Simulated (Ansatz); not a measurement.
Reaction (redistribution): `C#[C][Ti]([OH])([F])[Cl]` + `C[O][Ga]([OH])[Cl]` → `[CH3][Ti]([OH])([F])[Cl]` + `C#C[O][Ga]([OH])[Cl]`

Gas-phase electronic energies from Ansatz, PBE0-D4/def2-TZVP geometries. CBS: MP2 limit from def2 TZ/QZ plus the TZ coupled-cluster correction, frozen cores. Functionals use def2-TZVPP. B3LYP here is the variant with VWN-RPA as its local correlation; programs differ in this. For Ga, Ti outer-core shells are correlated without core-valence functions, which leaves a few kJ/mol of doubt a bond. Scalar relativity is left out up to krypton. Each species was taken in one conformer, which may not be the lowest.

`C#[C][Ti]([OH])([F])[Cl]`:

```xyz
8

C     0.010   -1.995   -1.327
C     0.066   -0.928   -0.751
Ti    0.187    0.847    0.193
O    -0.747    0.721    1.672
F     1.863    1.162    0.550
Cl   -0.635    2.386   -1.129
H    -0.038   -2.932   -1.836
H    -0.706    0.738    2.628
```

`C[O][Ga]([OH])[Cl]`:

Z-matrix (Å, degrees):
```
C
O 1 1.410
H 1 1.094 2 109.4
H 1 1.096 2 113.1 3 -120.7
H 1 1.094 2 109.5 3 118.6
Ga 2 1.765 1 124.1 3 121.4
Cl 6 2.122 2 120.8 1 -0.1
O 6 1.766 2 119.7 1 179.9
H 8 0.961 6 112.4 2 -0.0
```

`[CH3][Ti]([OH])([F])[Cl]`:

```xyz
9

C     0.485    1.208    0.268
Ti   -0.169   -0.724    0.212
O    -0.684   -0.992   -1.449
F     1.209   -1.705    0.672
Cl   -1.821   -0.853    1.665
H    -0.332    1.874   -0.022
H     0.816    1.442    1.283
H     1.318    1.320   -0.432
H    -0.822   -1.570   -2.198
```

`C#C[O][Ga]([OH])[Cl]`:

```xyz
8

C    -0.969    0.439    2.333
C    -0.502    0.591    1.237
O    -0.002    0.788    0.067
Ga    0.438   -0.537   -1.080
O     1.103    0.000   -2.616
Cl    0.151   -2.549   -0.556
H    -1.382    0.311    3.303
H     1.164    0.956   -2.688
```

**Question.** Is it downhill or uphill in electronic energy at CCSD(T)/CBS, and by how much? (Best estimate.)

**Answer.** Computed: Uphill: ΔE = +32.7 kJ/mol.

**Question.** What do these levels give: r2SCAN-D4, PBE0-D4, ωB97M-V, B2PLYP, r2SCAN, PBE0, B3LYP, MP2/def2-TZVPP, HF/def2-QZVPP, HF/CBS(def2), MP2/CBS(def2), CCSD/CBS(def2)? (Estimate.)

**Answer.** Ansatz gave: r2SCAN-D4 24.4, PBE0-D4 17.1, ωB97M-V 22.3, B2PLYP 34.1, r2SCAN 24.4, PBE0 17.4, B3LYP 25.6, MP2/def2-TZVPP 36.7, HF/def2-QZVPP 26.8, HF/CBS(def2) 26.8, MP2/CBS(def2) 31.8, CCSD/CBS(def2) 25.6 kJ/mol.

Largest T1 diagnostic among the species: 0.024, so the coupled-cluster value is less sure than usual.

From PBE to PBE0 (25 % exact exchange), in def2-TZVPP and without D4, ΔE moves by −5.3 kJ/mol. In def2-TZVPP, CCSD(T) changes the Hartree–Fock value by +10.7 kJ/mol (the triples alone add +7.1 kJ/mol) and MP2 by +9.8 kJ/mol.
